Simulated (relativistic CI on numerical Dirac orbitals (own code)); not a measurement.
# Crystal-field levels of Sc2+, 3d

Calculated by Dirac-Coulomb-Breit CI, orbitals from a KLI potential per configuration, a model potential for QED, one configuration in a parametric crystal field, unscaled Slater integrals (own radial code).

Field parameters in Wybourne normalisation: Oh B⁴₀ = 21Dq, B⁴₄ = √(5/14) B⁴₀. The field is a parameter set, without covalency.

S is read from ⟨S²⟩ = S(S + 1).

Levels (cm⁻¹, degeneracy): 0 (4), 98 (2), 11834 (4).

(1) Which field gives this pattern?
A. Oh, 10Dq = 21350 cm⁻¹
B. Oh, 10Dq = 19050 cm⁻¹
C. Oh, 10Dq = 11800 cm⁻¹

Results:

(1) C. Oh, 10Dq = 11800 cm⁻¹, ground level with S = 0.50.
